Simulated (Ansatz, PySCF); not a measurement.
This Ansatz (a quantum-chemistry and plane-wave program) input computes a PBE0/def2-TZVPD energy:

Ansatz 0.2 input:
```yaml
crystal:
  periodic: [false, false, false]
  atoms:
    - {symbol: Te, position_ang: [0.25471891, 0.08865069, -0.20027219]}
    - {symbol: C, position_ang: [-1.38025393, -0.47857330, 1.09351974]}
    - {symbol: H, position_ang: [-1.02245318, -1.15527232, 1.86365400]}
    - {symbol: H, position_ang: [-2.10754438, -0.99218006, 0.46527763]}
    - {symbol: H, position_ang: [-1.83386232, 0.40905636, 1.52410392]}
basis:
  gaussian:
    orbitals: def2-TZVPD
hamiltonian:
  xc: {name: PBE0}
magnetization: {spin_polarized: true, initial_magnetization: 1}
output: {forces: true}
```

Q: Write an input for the same energy in PySCF and say what it gives.

A: 
```python
from pyscf import gto, scf, dft

mol = gto.M(
    atom='''
    Te    0.25471891    0.08865069   -0.20027219
    C    -1.38025393   -0.47857330    1.09351974
    H    -1.02245318   -1.15527232    1.86365400
    H    -2.10754438   -0.99218006    0.46527763
    H    -1.83386232    0.40905636    1.52410392
    ''',
    basis='def2-tzvpd',
    ecp='def2-tzvp',
    charge=0,
    spin=1,
    verbose=4,
)

mf = dft.UKS(mol, xc='pbe0').density_fit(auxbasis='def2-universal-jkfit')
mf.grids.level = 3
mf.conv_tol = 1e-9
mf.max_cycle = 100
mf.max_memory = 1500
mf.kernel()
if not mf.converged:
    mf = mf.newton()
    mf.kernel(mf.make_rdm1())
for _ in range(2):
    mo, _, stable, _ = mf.stability(return_status=True)
    if stable:
        break
    mf.kernel(mf.make_rdm1(mo, mf.mo_occ))
mf.analyze()
```
It gives -307.88424 Eh, and Ansatz -307.88418 Eh, a difference of 0.06 mEh, from the treatment of integrals and grids.

It need not be the lowest isomer of its formula.
